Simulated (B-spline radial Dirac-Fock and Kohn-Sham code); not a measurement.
## Compton profile of Ru¹⁵⁺

System: the Ru¹⁵⁺ ion, configuration 1s2 2s2 2p6 3s2 3p6 3d10 4s1.

Method: the impulse approximation on Dirac-Fock densities. Computed with a radial atomic solver. pz is in atomic units of momentum; subshell profiles are per electron, for a selection of subshells; open shells are spread over both j values by their weights.

```
 pz    J total   J 3d3/2   J 3d5/2   J 4s1/2
  0      2.291    0.0673    0.0679     0.320
0.2      2.282    0.0673    0.0679     0.313
0.3      2.272    0.0673    0.0679     0.305
0.4      2.258    0.0673    0.0679     0.294
0.5      2.241    0.0673    0.0679     0.280
0.6      2.220    0.0673    0.0679     0.265
0.8      2.173    0.0673    0.0679     0.228
  1      2.119    0.0673    0.0678     0.190
1.2      2.062    0.0673    0.0678     0.152
1.4      2.006    0.0673    0.0678     0.118
1.6      1.953    0.0672    0.0678    0.0892
1.8      1.903    0.0672    0.0677    0.0674
  2      1.856    0.0670    0.0675    0.0520
2.5      1.747    0.0664    0.0669    0.0350
  3      1.636    0.0651    0.0655    0.0331
  4      1.382    0.0598    0.0601    0.0275
  5      1.112    0.0514    0.0514    0.0140
  7     0.6901    0.0317    0.0315   0.00291
 10     0.3616    0.0121    0.0119   0.00229
 15     0.1535   0.00217   0.00209  0.000486
 20    0.07600  0.000429  0.000406  8.88e-05
 30    0.02505  2.69e-05  2.46e-05  6.38e-05
 40    0.01043  2.88e-06  2.54e-06  3.54e-05
 60   0.002477    < 1e-6    < 1e-6  8.08e-06
100  0.0002825    < 1e-6    < 1e-6    < 1e-6
```

J(0) = 2.291. The 3d5/2 subshell gives the largest part, 18 %.

Mean momentum ⟨p⟩ by subshell (a.u.): 1s1/2 39.4, 2s1/2 13.8, 2p1/2 18.5, 2p3/2 17.8, 3s1/2 6.53, 3p1/2 7.79, 3p3/2 7.59, 3d3/2 8.96, 3d5/2 8.88, 4s1/2 3.47.
